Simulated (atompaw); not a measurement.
**Building the PAW (atompaw) potential for hafnium (Hf) (LDA (PW92), scalar-relativistic).**

atompaw 4.2.0.5 was run on this input:

```
Hf 72
LDA-PW scalarrelativistic loggrid 2001 logderivrange -5 5 251
6 6 5 4 0 0
6 0 1.5
6 1 0
5 2 2.5
0 0 0
c
c
c
c
c
v
c
c
c
v
v
c
c
v
c
2
2.95 2.45 2.00 2.95
y
-0.05
n
n
y
1.8
n
custom polynom2 7 10 vanderbiltortho sinc
bessel
2.95
2.95
2.25
2.10
2.65
2.65
PWSCFOUT
UPFDX 0.0125d0 UPFXMIN -7.d0 UPFZMESH 72.d0
END
```

Command:

```bash
atompaw < Hf.input > Hf.log
```

Output (summary file):

```
Completed calculations for Hf (AE)

 Exchange-correlation type: LDA, Perdew-Wang correlation

 Radial integration grid is logarithmic
 r0 =   9.4764859E-05 h =   6.8230699E-03   n =      2001 rmax =   8.0000000E+01

 Scalar relativistic calculation

 AEatom converged in  53 iterations
   nz     =  72.00
   delta  =       4.344928343068E-15

 All Electron Orbital energies:
  n  l      occupancy      energy
  1  0      2.0000000E+00 -4.7944253E+03
  2  0      2.0000000E+00 -8.1997483E+02
  3  0      2.0000000E+00 -1.8675077E+02
  4  0      2.0000000E+00 -3.7530515E+01
  5  0      2.0000000E+00 -4.8814114E+00
  6  0      1.5000000E+00 -3.7205609E-01
  2  1      6.0000000E+00 -7.2025220E+02
  3  1      6.0000000E+00 -1.5696419E+02
  4  1      6.0000000E+00 -2.7753735E+01
  5  1      6.0000000E+00 -2.5730854E+00
  6  1      0.0000000E+00 -1.0270454E-01
  3  2      1.0000000E+01 -1.2164940E+02
  4  2      1.0000000E+01 -1.5119765E+01
  5  2      2.5000000E+00 -1.8156620E-01
  4  3      1.4000000E+01 -1.1967152E+00

 Total energy
   Total                    :   -30138.30945212347069

 ---
 Completed calculations for Hf (SC)

 Exchange-correlation type: LDA, Perdew-Wang correlation

 Radial integration grid is logarithmic
 r0 =   9.4764859E-05 h =   6.8230699E-03   n =      2001 rmax =   8.0000000E+01

 Scalar relativistic calculation

 SCatom converged in   4 iterations
   nz     =  72.00
   delta  =       3.488508644781E-15

 Valence Electron Orbital energies:
  n  l      occupancy      energy
   6  0      1.5000000E+00 -3.7205609E-01
   5  1      6.0000000E+00 -2.5730854E+00
   6  1      0.0000000E+00 -1.0270454E-01
   5  2      2.5000000E+00 -1.8156620E-01

 Total energy
   Total                    :   -30138.30945213589439
   Valence                  :     -645.83691506183936

 PAW parameters:
       lmax =            2
         rc =    2.9637433141558343
        irc =         1518
   rc_shape =    2.4650787353606827
    rc_vloc =    2.0087706544523072
    rc_core =    2.9637433141558343
   Vloc: truncated form - Vps(r)=A.sin(qr)/r for r<rc
   Projector type: improved polynomial pseudization + Vanderbilt ortho.
   Sinc^2 compensation charge shape zeroed at   2.4651E+00

 Number of basis functions     6
 No.   n  nodes  l      Energy         Cp coeff         Occ
  1    6    5    0   -0.3720561E+00  0.7623660E+03  0.1500000E+01
  2  999    6    0   -0.5000000E-01  0.1646196E+03  0.0000000E+00
  3    5    3    1   -0.2573085E+01 -0.1977526E+01  0.6000000E+01
  4    6    4    1   -0.1027045E+00 -0.4326955E+02  0.0000000E+00
  5    5    2    2   -0.1815662E+00  0.4281453E+01  0.2500000E+01
  6  999    3    2    0.1800000E+01 -0.3787738E+01  0.0000000E+00

 Eigenvalues of overlap operator (in the basis of projectors):
    1        3.53201549E-01
    2        3.45935881E+00
    3        3.79032708E+00
    4        7.75913445E+01
    5        1.00171961E+03
    6        1.94425118E+03

 Orbital leakage outside PAW augmentation regions
   orb  is_core?  %out_of_sphere
   1 0    T           0.00
   2 0    T           0.00
   3 0    T          -0.00
   4 0    T           0.00
   5 0    T           0.06
   6 0    F          61.86
   2 1    T          -0.00
   3 1    T           0.00
   4 1    T           0.00
   5 1    F           0.63
   6 1    F          89.32
   3 2    T           0.00
   4 2    T           0.00
   5 2    F          30.23
   4 3    T           0.07

 Summary of PAW energies
   Total valence energy     :   -645.83691468758491
   Smooth energy            :     12.53009997858740
   One center               :   -658.36701466617228
   Smooth kinetic           :     10.59316744358926
   Vloc energy              :      0.49929870362012
   Smooth exch-corr         :     -4.16988660303789
   One-center xc            :   -593.02806872366807
```

The run took about 29 s on one core of a shared server CPU.
